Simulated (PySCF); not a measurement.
## [Yb(NH3)3]2+ at several levels of theory

Computed with PySCF 2.14.0 (density fitting, no spin-orbit coupling) at the geometry relaxed with TPSS:

```xyz
13
[Yb(NH3)3]2+ (singlet in the valence; each metal's 4f electrons, 14 of them, lie in its core potential, out of spins and levels)
Yb    0.0000    0.0000    0.0000
N     2.5833    0.0001    0.0000
H     3.0204   -0.4687    0.8118
H     3.0204   -0.4687   -0.8118
H     3.0206    0.9373    0.0000
N    -1.2918    2.2371    0.0000
H    -1.1043    2.8501    0.8118
H    -1.1043    2.8501   -0.8118
H    -2.3221    2.1472    0.0000
N    -1.2915   -2.2372    0.0000
H    -1.9161   -2.3814    0.8118
H    -1.9161   -2.3814   -0.8118
H    -0.6985   -3.0846    0.0000
```

```json
{"level": "TPSS", "basis": "Yb lcecp-0-SVP with ECP60, N def2-SVP, H def2-SVP", "state": "singlet", "HOMO (eV)": "–", "gap (eV)": "–", "charge on Yb1 (e)": "1.19", "population of f-type functions on Yb1 (polarisation alone where 4f lies in the core)": "0.00", "dipole about the centre of mass (D)": "0.00", "largest force component (eV/Å)": "0.01"}
{"level": "r2SCAN", "basis": "the same", "state": "singlet", "HOMO (eV)": "–", "gap (eV)": "–", "charge on Yb1 (e)": "1.25", "population of f-type functions on Yb1 (polarisation alone where 4f lies in the core)": "0.00", "dipole about the centre of mass (D)": "0.00", "largest force component (eV/Å)": "0.23"}
{"level": "B3LYP", "basis": "the same", "state": "singlet", "HOMO (eV)": "–", "gap (eV)": "–", "charge on Yb1 (e)": "1.20", "population of f-type functions on Yb1 (polarisation alone where 4f lies in the core)": "0.00", "dipole about the centre of mass (D)": "0.00", "largest force component (eV/Å)": "0.25"}
{"level": "wB97X", "basis": "the same", "state": "singlet", "HOMO (eV)": "–", "gap (eV)": "–", "charge on Yb1 (e)": "1.26", "population of f-type functions on Yb1 (polarisation alone where 4f lies in the core)": "0.01", "dipole about the centre of mass (D)": "0.00", "largest force component (eV/Å)": "0.32"}
{"level": "HF", "basis": "the same", "state": "singlet", "HOMO (eV)": "–", "gap (eV)": "–", "charge on Yb1 (e)": "1.45", "population of f-type functions on Yb1 (polarisation alone where 4f lies in the core)": "0.00", "dipole about the centre of mass (D)": "0.00", "largest force component (eV/Å)": "1.33"}
```

In the lcecp rows the 4f levels are missing from HOMO and gap, and the state counts the valence alone.

Charges are Mulliken's, which hang on the basis. The relaxation used the grid (50, 194), these runs (75, 302) or, all-electron (x2c bases, spin-free X2C Hamiltonian), (99, 590).

Problem. What does TPSS with Yb lcecp-0-TZVP with ECP60, N def2-TZVP, H def2-TZVP give here?

Solution. state singlet, charge on Yb1 (e) 1.60, population of f-type functions on Yb1 (polarisation alone where 4f lies in the core) 0.01, dipole about the centre of mass (D) 0.00, largest force component (eV/Å) 0.39. Time: 37 s on 2 threads of Arm Neoverse V1, on a shared host, from free ions and atoms.

No frequency check is given that shows the relaxed geometry to be a minimum. An lcecp potential fixes the number of 4f electrons, so in runs with it no electron can move into or out of that shell.
